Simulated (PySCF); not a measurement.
**PBE on Ge²⁺ (germanium, charge +2)**

Configuration: [Ar] 3d10 4s2, closed-shell 1S. All numbers are calculated (PySCF 2.14, scalar relativity through the core potential, in aug-cc-pwCVDZ-PP with ECP10MDF (6s5p4d1f, 48 functions)).

* Total energy: -293.6525 hartree
* One-electron energy: -506.6786 hartree
* Hartree (Coulomb) energy: 237.3004 hartree
* Exchange-correlation energy: -24.2744 hartree
* ⟨S²⟩: 0.0000
* ⟨L²⟩: 0.000
* Sum of ⟨r⟩: 16.34 bohr
* Sum of ⟨r²⟩: 19.18 bohr²

| shell | electrons | mean orbital energy (eV) | rms radius, mean of both spins (bohr) |
| --- | --- | --- | --- |
| 3s | 2 | -185.23 | 0.674 |
| 3p | 6 | -135.00 | 0.706 |
| 3d | 10 | -49.631 | 0.815 |
| 4s | 2 | -29.141 | 2.08 |

Energies and moments cover only the electrons outside the core potential.
